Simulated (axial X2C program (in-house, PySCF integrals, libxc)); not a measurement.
**Outer orbitals of NaCu⁺ at 3.010 Å, PBE0**

Computed with an in-house relativistic program for diatomic molecules. Spin-free means the one-electron spin-free X2C Hamiltonian; two-component (2c) means X2C with spin–orbit coupling and atomic mean-field two-electron Coulomb and Gaunt terms, so the difference of the two also holds small scalar two-electron terms. Basis: Cu dyall-cv3z [9s9p6d3f2g], Na dyall-cv3z [9s8p5d2f] (cores contracted in-house); Gaussian nuclei, density fitting, unrestricted open shells. Masses: Cu 62.930 u, Na 22.990 u.

The distance is close to the 2c PBE0 minimum; the highest filled and lowest empty levels are listed.

Spin-free orbitals, state M_S = 1/2, Λ = 0 (beyond evenly filled blocks: σα) (Löwdin shares):

```tsv
symmetry	occupied	ε (eV)	atomic character
σα	yes	-12.24	98% Cu d
π-α	yes	-12.19	100% Cu d
π+α	yes	-12.19	100% Cu d
δ-α	yes	-12.14	100% Cu d
δ+α	yes	-12.14	100% Cu d
π-β	yes	-12.11	100% Cu d
π+β	yes	-12.11	100% Cu d
σβ	yes	-12.09	98% Cu d
δ-β	yes	-12.05	100% Cu d
δ+β	yes	-12.05	100% Cu d
σα	yes	-10.66	63% Cu s, 16% Na s, 13% Na p
σβ	no	-7.90	61% Cu s, 23% Na s, 11% Na p
σα	no	-6.14	51% Na s, 29% Cu p, 11% Cu s
σβ	no	-5.58	51% Na s, 24% Cu p, 12% Cu s
π-α	no	-4.82	58% Cu p, 37% Na p, 5% Na d
π+α	no	-4.82	58% Cu p, 37% Na p, 5% Na d
```

Spinors with spin–orbit coupling (state Ω = 1/2):

```csv
ω,occupied,ε (eV),atomic character,λ mixture
1/2,yes,-12.34,99% Cu d,"65% σ, 35% π"
-1/2,yes,-12.32,99% Cu d,"75% π, 25% σ"
-3/2,yes,-12.30,100% Cu d,"83% δ, 17% π"
3/2,yes,-12.26,100% Cu d,"55% δ, 45% π"
1/2,yes,-12.07,99% Cu d,"65% π, 35% σ"
3/2,yes,-12.05,100% Cu d,"55% π, 45% δ"
5/2,yes,-12.04,100% Cu d,100% δ
-1/2,yes,-12.02,99% Cu d,"75% σ, 25% π"
-3/2,yes,-12.02,100% Cu d,"83% π, 17% δ"
-5/2,yes,-11.95,100% Cu d,100% δ
1/2,yes,-10.65,"63% Cu s, 16% Na s, 13% Na p",100% σ
-1/2,no,-7.90,"61% Cu s, 23% Na s, 11% Na p",100% σ
1/2,no,-6.14,"51% Na s, 29% Cu p, 11% Cu s",100% σ
-1/2,no,-5.58,"51% Na s, 24% Cu p, 12% Cu s",100% σ
-1/2,no,-4.83,"58% Cu p, 36% Na p, 5% Na d",100% π
```

Mulliken charges and populations of the two-component result (they depend on the basis, above all on diffuse functions):

Cu 0.22 e (s 6.77 p 12.04 d 9.97), Na 0.78 e (s 4.14 p 6.06 d 0.02). ⟨Lz⟩ = 0.00 ħ and ⟨Sz⟩ = 0.50 ħ (0.40 and 0.10 on the two atoms), which add up to Ω.

One determinant describes the state; a PBE0 search over occupations chose it and may have missed a lower one. Density functionals use the spin component along the axis (collinear).
